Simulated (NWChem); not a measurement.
# C₄NiO₄; SMILES [O+]#[C-]->[Ni](<-[C-]#[O+])(<-[C-]#[O+])<-[C-]#[O+]

```xyz
9

Ni     0.0000     0.0000     0.0000
O      2.3667    -0.4533     1.7034
C      1.4541    -0.2786     1.0467
O     -2.3667     0.4533     1.7034
C     -1.4541     0.2786     1.0467
O     -0.4533    -2.3667    -1.7034
C     -0.2786    -1.4541    -1.0467
O      0.4533     2.3667    -1.7034
C      0.2786     1.4541    -1.0467
```
Atoms are numbered in this order, from 1.

All runs use the structure optimised with PBE0/def2-SVP. Not confirmed as a minimum by frequencies.

Task: Give the principal values of the shielding tensors (ppm) of Ni1, O2, C3 from BHandHLYP/pcSseg-1, GIAO (NWChem), with their diamagnetic and paramagnetic parts as GIAO splits them.

Result: 
```json
[
 {"atom": "Ni1", "σ11": "-2044.6", "σ22": "-2044.0", "σ33": "-2044.0", "isotropic": "-2044.2", "diamagnetic": "2287.6", "paramagnetic": "-4331.8"},
 {"atom": "O2", "σ11": "-297.4", "σ22": "-297.4", "σ33": "327.8", "isotropic": "-89.0", "diamagnetic": "402.1", "paramagnetic": "-491.2"},
 {"atom": "C3", "σ11": "-177.0", "σ22": "-177.0", "σ33": "259.0", "isotropic": "-31.7", "diamagnetic": "254.9", "paramagnetic": "-286.6"}
]
```
